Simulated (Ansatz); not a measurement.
Pulling on the Al1–Br4 bond in AlBrFH (SMILES [F][AlH][Br]) (multiplicity 1 held, fragments rigid). Energies count from the point at 2.246 Å.
Geometry at that point (charge 0, multiplicity 1):
```xyz
4

Al     0.14259    -1.02186     0.68600
H     -0.74582    -2.28638     0.87331
F      1.56773    -0.90211     1.50145
Br    -0.43478     0.67684    -0.66584
```

Restricted levels (R-, RO-) in cc, def2 and unpolarised 6-31G sets keep to the state of the molecule at rest. U- levels take the lowest unrestricted solution at each point, which mixes spins at long bonds. Active spaces are followed from a long bond inwards. Levels need not reach the same state.

Frozen-core correlation. Filled d and f shells under p-block atoms count as core.

Codes used: Ansatz (a program for electronic structure) with Gaussian orbitals. Values without a source in brackets are computed.

Energies in kcal/mol.

| R (Å) | R-HF/def2-SVP | R-CCSD/def2-SVP | U-CCSD(T)/def2-SVP | FIC-MRCISD+Q on CASSCF(6,4)/def2-SVP |
|---|---|---|---|---|
| 1.797 | 67.8 | 67.9 | ? | 67.8 |
| 2.022 | 11.9 | 11.9 | 12.0 | 11.9 |
| 2.246 | 0.0 | 0.0 | 0.0 | 0.0 |
| 2.471 | 6.9 | 6.8 | 6.7 | 6.7 |
| 2.696 | 21.2 | 20.8 | 20.5 | 20.5 |
| 3.033 | 45.8 | 44.5 | 43.9 | 43.9 |
| 3.370 | 68.7 | 65.9 | ? | 64.5 |
| 3.931 | 99.6 | 92.3 | ? | 88.3 |
| 4.493 | 122.1 | 107.3 | 100.4 | 98.6 |
| 5.167 | 140.6 | 114.9 | 102.2 | 101.8 |
| 6.065 | 155.3 | 117.8 | 102.5 | 102.4 |
| 7.189 | 164.9 | 118.6 | 102.6 | 102.5 |

Task: Fill in the missing entries.

Result: 
- 1.797, U-CCSD(T)/def2-SVP: 68.0
- 3.370, U-CCSD(T)/def2-SVP: 65.4
- 3.931, U-CCSD(T)/def2-SVP: 91.3

Doubts at one or more of the structures used: a restricted determinant that unrestricted orbitals would lower (R-HF/def2-SVP, R-CCSD/def2-SVP); other coupled-cluster roots lie near (R-CCSD/def2-SVP); T1 above 0.05 (R-CCSD/def2-SVP, U-CCSD(T)/def2-SVP); a spin-contaminated determinant (U-CCSD(T)/def2-SVP); active orbitals that take no part (FIC-MRCISD+Q on CASSCF(6,4)/def2-SVP).
